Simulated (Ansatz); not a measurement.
Reaction (formal exchange of groups at the Sn–F bond): `[CH3][Sn][F]` + `CC` → `C[CH2][Sn][CH3]` + H–F

Isolated molecules relaxed with PBE0-D4/def2-TZVP in Ansatz; ΔE leaves out vibrations. CBS: MP2 limit from def2 TZ/QZ plus the TZ coupled-cluster correction, frozen cores. This one scheme is used for every species. Functionals use def2-TZVPP. Elements past krypton have def2 core potentials. For Sn outer-core shells are correlated without core-valence functions, which leaves a few kJ/mol of doubt a bond. Each species was taken in one conformer, which may not be the lowest.

CCSD(T)/CBS gives +33.4 kcal/mol.

Task: Another level gave +37.9 kcal/mol. Which?
A. MP2/def2-TZVPP
B. r2SCAN/def2-TZVPP
C. r2SCAN0/def2-TZVPP
D. PBE0-D4/def2-TZVPP

Result: B. r2SCAN 37.9, MP2/def2-TZVPP 31.1, PBE0-D4 33.9, r2SCAN0 36.1 kcal/mol.

Largest T1 diagnostic among the species: 0.015.

From r2SCAN to r2SCAN0 (25 % exact exchange), in def2-TZVPP and without D4, ΔE moves by −1.8 kcal/mol. At CCSD(T), def2-SVP lies +1.3 kcal/mol from the extrapolated value and def2-TZVPP −1.4 kcal/mol. In def2-TZVPP, CCSD(T) changes the Hartree–Fock value by −8.0 kcal/mol (the triples alone add −0.8 kcal/mol) and MP2 by −8.9 kcal/mol.
